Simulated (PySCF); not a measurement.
PySCF job for Zr(O)2 anion (O2Zr), SMILES [O]=[Zr]=[O] (connectivity only; charge and spin as stated), charge -1, multiplicity 2, PBE0-D3(BJ)/def2-TZVPD. Geometry: PBE0-D3(BJ)/def2-TZVPD. The multiplicity is an assumed one; other spin states were not compared. The isomer is the one that the SMILES or the coordinates give; other isomers of the formula were not compared. The def2 effective core potentials stand for the cores of Zr; spin–orbit coupling is left out.

```python
import numpy as np
from pyscf import gto, scf, dft, df
from pyscf.hessian import thermo

mol = gto.M(
    atom='''
    Zr    0.00000000    0.00000000   -0.29595882
    O     0.00000000    1.47098149    0.73989705
    O     0.00000000   -1.47098150    0.73989705
    ''',
    basis='def2-TZVPD',
    ecp={'Zr': 'def2-tzvp'},
    charge=-1,
    spin=1,
    max_memory=1600,
    verbose=3,
)
mf = dft.UKS(mol, xc='pbe0').density_fit(auxbasis='def2-universal-jkfit')
mf.disp = 'd3bj'
mf.grids.level = 3
mf.conv_tol = 1e-11
mf.max_cycle = 100
mf.kernel()
fine, coarse = mf.grids, dft.Grids(mol).set(level=1).build(with_non0tab=True)
for _ in range(3):  # follow internal instabilities
    mf.grids = coarse
    mo, _, stable, _ = mf.stability(return_status=True, nroots=4)
    mf.grids = fine
    if stable:
        break
    mf.kernel(mf.make_rdm1(mo, mf.mo_occ))

# [left out here: the lines that compute and print the analytic Hessian (its translational invariance restored by hand, since the grid's response is missing), thermochemistry and intensities]
```

Program output:

```

WARN: HOMO -0.43409652799194 >= LUMO -0.43409652799194


WARN: HOMO 0.186658361717783 >= LUMO 0.187397474925028

converged SCF energy = -197.502137866356  <S^2> = 0.7533536  2S+1 = 2.0033508
<class 'pyscf.df.df_jk.DFUKS'> wavefunction is stable in the internal stability analysis

WARN: DFTD3 does not support analytical Hessian, using finite difference


WARN: Mole.unit (angstrom) is changed to Bohr

Mode                                 0                   1                   2
Irrep
Freq [cm^-1]                      287.8162            820.7925            895.8235
Reduced mass [au]                  18.0143             18.9704             17.8215
Force const [Dyne/A]                0.8792              7.5300              8.4264
Char temp [K]                     414.1035           1180.9377           1288.8906
Normal mode                   x     y     z       x     y     z       x     y     z
       0  Zr                 0.00 -0.00 -0.04    0.00 -0.05  0.00    0.00 -0.00 -0.04
       1   O                 0.00 -0.12  0.11   -0.00  0.13  0.09   -0.00  0.13  0.11
       2   O                -0.00  0.12  0.11    0.00  0.13 -0.09   -0.00 -0.13  0.11
temperature 298.1500 [K]
pressure 101325.00 [Pa]
Rotational constants [GHz] 19.88268 7.29928 5.33917
Symmetry number 2
Zero-point energy (ZPE) 0.00457 [Eh]   11989.167 [J/mol]
                           tot       elec      trans        rot        vib
Entropy [J/mol/K]       274.904      5.763    168.784     92.742      7.614
Cv [J/mol/K]             36.739      0.000     12.472     12.472     11.796
Cp [J/mol/K]             45.053      0.000     20.786     12.472     11.796
Internal energy [J/mol]                      3718.434   3718.434  13467.515
Internal energy [Eh]   -197.49418  -197.50214
Enthalpy [J/mol]                             6197.391   3718.434  13467.515
Enthalpy [Eh]          -197.49323
Gibbs free energy [J/mol]                  -44125.673 -23932.668  11197.411
Gibbs free energy [Eh] -197.52445
mode   freq/cm-1   IR/(km/mol)
   1      287.82         6.400
   2      820.79       331.451
   3      895.82       182.342
max |gradient| / (hartree/bohr): 0.00013661740780038893
APT charges: [ 0.8882 -0.9441 -0.9441]
```

Self-consistency was reached.
